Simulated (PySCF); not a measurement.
PySCF 2.14 output of an unrestricted r2SCAN calculation on a single atom or ion in aug-cc-pVTZ (5s4p3d2f, 46 functions), with no relativity, point nucleus:

```
SCF conv_tol = 1e-09
number electrons alpha = 4  beta = 2
    J. W. Furness, A. D. Kaplan, J. Ning, J. P. Perdew, and J. Sun.,  J. Phys. Chem. Lett. 11, 8208-8215 (2020)
    J. W. Furness, A. D. Kaplan, J. Ning, J. P. Perdew, and J. Sun.,  J. Phys. Chem. Lett. 11, 9248-9248 (2020)
    J. W. Furness, A. D. Kaplan, J. Ning, J. P. Perdew, and J. Sun.,  J. Phys. Chem. Lett. 11, 8208-8215 (2020)
    J. W. Furness, A. D. Kaplan, J. Ning, J. P. Perdew, and J. Sun.,  J. Phys. Chem. Lett. 11, 9248-9248 (2020)
cycle= 1 E= -53.3354944056692  delta_E= -0.00398  |g|= 0.013  |ddm|= 0.137
cycle= 2 E= -53.3355809673515  delta_E= -8.66e-05  |g|= 0.00207  |ddm|= 0.0252
cycle= 3 E= -53.3355855014766  delta_E= -4.53e-06  |g|= 0.000239  |ddm|= 0.00741
cycle= 4 E= -53.3355856586222  delta_E= -1.57e-07  |g|= 6.64e-05  |ddm|= 0.00145
cycle= 5 E= -53.3355856738494  delta_E= -1.52e-08  |g|= 4.01e-06  |ddm|= 0.000544
cycle= 6 E= -53.335585673885  delta_E= -3.56e-11  |g|= 2.62e-07  |ddm|= 2.96e-05
converged SCF energy = -53.335585673885  <S^2> = 2.002994  2S+1 = 3.0019953
```

The run itself started from symmetry-adapted Hartree-Fock orbitals and held the occupation by maximum overlap, on a logarithmic radial grid, so the iterations belong to that start.

Problem. Which element, charge and spin multiplicity is this?

Solution. N⁺ (nitrogen, charge +1), multiplicity 3; the state was [He] 2s2 2p1 3s1, high-spin 3P determinant (an excited configuration).

The outer electron is Rydberg-like, and this basis confines it to a smaller radius and binds it less than a complete one would.
